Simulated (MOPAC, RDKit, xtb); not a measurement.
Dimer: HF (SMILES F) (first 2 atoms) with C2H3N (SMILES CC#N); geometry from B3LYP-D3(BJ)/def2-TZVP, rigid monomers moved along the line of their centres of mass till H2···N5 is 3.19 Å.
(charge 0, multiplicity 1):
```xyz
8

F      0.48256    -0.31717    -0.34942
H      0.35995    -0.18489     0.57558
C     -0.39433     0.62653     6.25496
C     -0.20495     0.42305     4.83009
N     -0.05547     0.26240     3.70518
H     -1.40685     0.34040     6.53984
H      0.31700     0.01928     6.81485
H     -0.23859     1.67619     6.50438
```

Monomers are frozen at their geometry in the pair; levels with a basis set take the counterpoise correction. RDKit's UFF carries no charges.

The state reached by PM3 isn't checked.

Run with MOPAC for PM3 (differences of heats of formation); RDKit for the force fields; xtb for the GFN methods. Each number belongs to the level named beside it.

Task: One of these levels gives -1.45 kcal/mol for the interaction energy. Name it.
A) UFF
B) PM3
C) GFN-FF

Result: B, PM3. The others give -0.14 (UFF), -2.84 (GFN-FF)
